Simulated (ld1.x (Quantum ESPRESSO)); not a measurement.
# Building the TM potential for oxygen (O) (PBE, scalar-relativistic).

ld1.x (Quantum ESPRESSO) 7.5 input, shortened:

```
&input
   title='O', zed=8., rel=1, dft='PBE', iswitch=3,
   config='[He] 2s2 2p3 3d-2'
 /
 &inputp
   pseudotype=2, tm=.true., lloc=2,
   nlcc=.true., new_core_ps=.true.
 /
3
2S  1  0   2.00   0.00  0.85  0.85  0.0
2P  2  1   3.00   0.00  1.45  1.45  0.0
3D  3  2  -2.00   0.10  1.20  1.20  0.0
 &test
   configts(1)='2s2 2p3'
 /
```

- Cutoffs needed: 80 Ry and 180 Ry (the cutoffs (Ry, on a coarse ladder) from which the occupation-weighted sum of valence levels, in a spherical-Bessel basis at the reference potential, stays within 10 and 1 mRy of its value at 400 Ry)
- Ghost test: no extra level below or beside the all-electron valence levels (s, p, d, f tested) (spherical-Bessel basis up to 400 Ry, 20 bohr box)
- Largest excitation error: +1653 meV (all-electron minus pseudo) for 2s2 2p0, out of 7 test configurations
